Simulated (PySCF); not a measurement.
SiHBr3, SMILES Br[SiH](Br)Br. Atoms are numbered in the order given.

```xyz
5

Si     0.0000     0.0000    -0.6210
Br    -1.8196    -1.0505     0.1028
Br     0.0000     2.1011     0.1028
Br     1.8196    -1.0505     0.1028
H      0.0000     0.0000    -2.0975
```
Charge 0, spin multiplicity 1.

The structure is a stationary point at B3LYP-D3(BJ)/def2-SVP.

Method: PBE/def2-TZVP run with PySCF.

Symmetry labels are those of the subgroup Cs that the program uses (full group C3v).

Task: List the valence orbital energies around the gap with their symmetry. (The exact figures need the calculation; the answer reports its results.)

Result: 
| orbital | symmetry | energy (eV) |
|---|---|---|
| HOMO−7 | A" | -10.01 |
| HOMO−6 | A' | -10.01 |
| HOMO−5 | A" | -8.11 |
| HOMO−4 | A' | -8.11 |
| HOMO−3 | A' | -7.71 |
| HOMO−2 | A" | -7.64 |
| HOMO−1 | A' | -7.64 |
| HOMO | A" | -7.32 |
| LUMO | A' | -2.17 |
| LUMO+1 | A' | -1.11 |
| LUMO+2 | A" | -1.11 |
| LUMO+3 | A' | 0.10 |
